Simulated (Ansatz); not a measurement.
Consider the redistribution: `CCBO` + `CCBO[SiH3]` → `CCB(O)CC` + `BO[SiH3]`.

Computed with Ansatz on PBE0-D4/def2-TZVP structures; ΔE is electronic, products minus reactants. CCSD(T)/CBS adds triple-zeta CCSD(T) − MP2 to the extrapolated MP2 energy (def2 sets, frozen cores). DFT in def2-TZVPP. One conformer a species, not always the lowest.

`CCBO`:

Cartesian coordinates in Å:
```
C -1.033 0.824 -0.589
C -0.284 -0.430 -0.141
B 0.905 -0.152 0.845
O 2.086 -0.814 0.797
H -0.390 1.484 -1.176
H -1.902 0.580 -1.205
H -1.385 1.397 0.272
H 0.038 -1.015 -1.013
H -0.981 -1.082 0.406
H 0.812 0.662 1.724
H 2.133 -1.453 0.080
```

`CCBO[SiH3]`:

Cartesian coordinates in Å:
```
C 2.447 -0.047 -0.357
C 1.140 -0.764 -0.034
B -0.097 0.164 0.192
O -1.350 -0.309 -0.021
Si -2.842 0.376 0.170
H 3.289 -0.740 -0.415
H 2.685 0.702 0.402
H 2.387 0.474 -1.316
H 1.255 -1.322 0.910
H 0.907 -1.530 -0.782
H 0.028 1.300 0.588
H -2.712 1.778 0.645
H -3.601 -0.428 1.158
H -3.537 0.345 -1.140
```

`CCB(O)CC`:

```xyz
17

C    -1.801   -0.036   -0.931
C    -1.374   -0.806    0.314
B     0.091   -0.559    0.832
O     0.268   -0.629    2.184
C     1.319   -0.250   -0.114
C     1.499    1.261   -0.311
H    -1.849    1.040   -0.739
H    -2.790   -0.345   -1.279
H    -1.104   -0.186   -1.759
H    -1.419   -1.885    0.096
H    -2.087   -0.653    1.130
H     1.186   -0.529    2.448
H     2.244   -0.668    0.305
H     1.185   -0.723   -1.092
H     0.617    1.711   -0.772
H     1.663    1.773    0.641
H     2.354    1.483   -0.954
```

`BO[SiH3]`:

Z-matrix (Å, degrees):
```
Si
O 1 1.658
H 1 1.482 2 107.9
H 1 1.482 2 107.9 3 -118.9
H 1 1.485 2 110.1 3 120.6
B 2 1.347 1 132.3 3 -120.7
H 6 1.199 2 118.0 1 180.0
H 6 1.204 2 120.0 1 0.0
```

```
         level  ΔE (kJ/mol)
    r2SCANh-D4          7.8
      PBE-QIDH          7.6
   HF/def2-SVP         11.3
MP2/def2-TZVPP          3.3
```

(1) What does CCSD(T)/CBS give? (An estimate is asked.)

Largest T1 diagnostic among the species: 0.013.

Results:

(1) The calculation gave: +5.2 kJ/mol. The listed levels differ from it by 2.6, 2.4, 6.1, -1.9 kJ/mol.

Leaving LDA and LC-ωPBE aside and taking each functional with its dispersion term where it has one, the values, not all of them listed here, spread over 3.9 kJ/mol, from revPBE-D4 to B2PLYP. LDA lies −3.0 kJ/mol from PBE without D4. In def2-TZVPP, CCSD(T) changes the Hartree–Fock value by −7.6 kJ/mol (the triples alone add −1.1 kJ/mol) and MP2 by −8.9 kJ/mol.
